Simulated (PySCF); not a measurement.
**Electron correlation in F⁺ (fluorine, charge +1)**

[He] 2s2 2p4, high-spin 3P determinant. Calculation: PySCF 2.14, in jorge-DZP-DKH; the spin-free X2C one-electron Hamiltonian (Gaussian nucleus). Frozen: 1s2; 6 electrons correlated.

MP2 pair energies summed by pair of shells (mhartree):

```csv
pair,energy,share (%)
2s-2p,-42.08,46.6
2p-2p,-40.64,45.0
2s-2s,-7.66,8.5
```

Total MP2 correlation energy: -90.38 mhartree.

Same-spin part -21.32 and opposite-spin part -69.06 mhartree; SCS-MP2 scales them by 1/3 and 6/5 to -89.98 mhartree.

```json
{"level": "CCSD", "correlation energy (mhartree)": "-103.46"}
{"level": "(T)", "correlation energy (mhartree)": "-0.88"}
{"level": "CCSD(T)", "correlation energy (mhartree)": "-104.34"}
```

Diagnostics: T1 = 0.0045, D1 = 0.0078, largest double amplitude 0.037.

Is a single reference adequate?

Yes: T1 lies below 0.03 and no double amplitude reaches 0.07.
